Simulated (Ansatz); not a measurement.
`[AlH2][NH][SiH2][GeH3]` + `CC[SiH3]` → `[SiH3][SiH2][GeH3]` + `CC[NH][AlH2]` at 500 K and 1 bar (redistribution).

Computed with Ansatz on PBE0-D4/def2-TZVP structures; ΔE is electronic, products minus reactants. CCSD(T)/CBS adds triple-zeta CCSD(T) − MP2 to the extrapolated MP2 energy (def2 sets, frozen cores). For Ge outer-core shells are correlated without core-valence functions, which leaves a few kJ/mol of doubt a bond. Scalar relativity is left out up to krypton. One conformer a species, not always the lowest.

| species | CCSD(T)/CBS energy (Eh) | H − E (kJ/mol) | S (J/(mol·K)) |
| --- | --- | --- | --- |
| `[AlH2][NH][SiH2][GeH3]` | -2666.76326 | 242.4 | 472.0 |
| `CC[SiH3]` | -369.99568 | 274.2 | 352.5 |
| `[SiH3][SiH2][GeH3]` | -2659.06477 | 221.8 | 439.1 |
| `CC[NH][AlH2]` | -377.65408 | 297.1 | 386.8 |

H − E and S are ideal-gas, rigid-rotor, harmonic terms from PBE0-D4/def2-TZVP, for one conformer and one mirror image of each species. 1 Eh = 2625.50 kJ/mol, R = 8.31446 J/(mol·K).

Q: By hand: ΔE, ΔH, ΔS and ΔG.

A: ΔE = (-2659.06477) + (-377.65408) − (-2666.76326) − (-369.99568) = 0.04009 Eh = 105.3 kJ/mol. Δ(H − E) = 221.8 + 297.1 − 242.4 − 274.2 = 2.3, so ΔH = 107.6 kJ/mol. ΔS = 439.1 + 386.8 − 472.0 − 352.5 = 1.4 J/(mol·K). ΔG = 107.6 − 500 × (1.4)/1000 = 106.9 kJ/mol.

Q: By hand: the equilibrium constant, and the temperature at which ΔG would vanish if ΔH and ΔS stayed fixed.

A: log₁₀ K = −ΔG/(RT ln 10) = -11.2. ΔG = 0 at ΔH/ΔS = 76857 K, far beyond where these terms or the molecules hold.

The number of gas molecules stays the same, so ΔS is small and ΔH decides. A doubt of 5 kJ/mol in ΔE shifts log₁₀ K by 0.5 here. Other conformers and mirror images would add mixing entropy, several J/(mol·K) or more a flexible species. Modes under 60 cm⁻¹, often nearly free rotors, make the harmonic entropy too high. These are equilibria of isolated gas molecules and say nothing of rates. Largest T1 diagnostic: 0.013 (customary marks: 0.02 for closed shells, 0.045 for open ones).
